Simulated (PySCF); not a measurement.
One of the candidates below gave these computed data.

All candidates are C7H7ClS.

| technique | computed result |
| --- | --- |
| Triplet | lowest triplet excitation (Tamm–Dancoff): 3.68 eV [TDA PBE0/def2-SVPD] |
| Dipole | 0.99 D [PBE0/def2-SVPD] |
| UV, strongest line | among the 8 lowest singlet transitions: S7 at 6.14 eV (202 nm, f = 0.366) [TDDFT PBE0/def2-SVPD] |
| Rotational structure | rotational constants A, B, C: 2.003, 0.750, 0.547 GHz [GFN2-xTB] |
| Polarisability | 118.2 au [PBE0/def2-SVPD] |
| UV, first state | lowest singlet excitation: 4.62 eV (268 nm, f = 0.017) [TDDFT PBE0/def2-SVPD] |

The electronic properties come from PySCF, for the isolated species, density fitting. Levels stand in brackets. Geometry: GFN2-xTB, one conformer, isolated molecule.

Question: Which candidate is it?
A. `CSc1cccc(Cl)c1`
B. `C=Cc1scc(C)c1Cl`
C. `C#C[C@@H]1CC[C@@H](Cl)C1=S`
D. `Clc1sccc1C1CC1`

Answer: A. It is `CSc1cccc(Cl)c1`. Numbering: `[CH3:1][S:2][c:3]1[cH:4][cH:5][cH:6][c:7]([Cl:8])[cH:9]1`. Its formula, C7H7ClS, gives 4 degrees of unsaturation: 1 ring and 3 π bonds in the structure found (Kekulé form). S1 is mainly HOMO→LUMO (weight 0.85); the largest Löwdin shares of the orbital it empties are 0.44 on the sulfide sulfur, 0.11 on an aromatic CH carbon, 0.11 on the substituted aromatic carbon and 0.09 on an aromatic CH carbon, of the orbital it fills 0.21 on the aromatic C–Cl carbon, 0.20 on an aromatic CH carbon, 0.15 on an aromatic CH carbon and 0.13 on an aromatic CH carbon. The optimised geometry has point group Cs and is an asymmetric top.

The others, at the same levels:
- `C#C[C@@H]1CC[C@@H](Cl)C1=S` fails: its computed lowest singlet excitation is 2.22 eV (558 nm, f = 0.000) (against 4.62 eV), lowest triplet excitation (Tamm–Dancoff) is 1.73 eV (against 3.68 eV) and strongest line among the 8 lowest singlet transitions is S6 at 5.62 eV (221 nm, f = 0.158) (against S7 at 6.14 eV).
- `Clc1sccc1C1CC1` fails: its computed lowest singlet excitation is 5.25 eV (236 nm, f = 0.111) (against 4.62 eV), lowest triplet excitation (Tamm–Dancoff) is 3.48 eV (against 3.68 eV) and static isotropic polarisability is 108.4 au (against 118.2 au).
- `C=Cc1scc(C)c1Cl` fails: its computed lowest singlet excitation is 4.42 eV (280 nm, f = 0.265) (against 4.62 eV), lowest triplet excitation (Tamm–Dancoff) is 2.71 eV (against 3.68 eV) and rotational constant A is 1.608 GHz (against 2.003 GHz).

Each candidate is one conformer, not necessarily the lowest. The conformers computed, where there is a choice (atom-mapped SMILES and torsion angles):
- `[CH3:1][S:2][c:3]1[cH:4][cH:5][cH:6][c:7]([Cl:8])[cH:9]1`: C1–S2–C3–C4 180°
- `[Cl:1][c:2]1[s:3][cH:4][cH:5][c:6]1[CH:7]1[CH2:8][CH2:9]1`: C5–C6–C7–C8 -102°
- `[CH2:1]=[CH:2][c:3]1[s:4][cH:5][c:6]([CH3:7])[c:8]1[Cl:9]`: C1–C2–C3–S4 0°

The conformers of `C#C[C@@H]1CC[C@@H](Cl)C1=S` aren't listed.
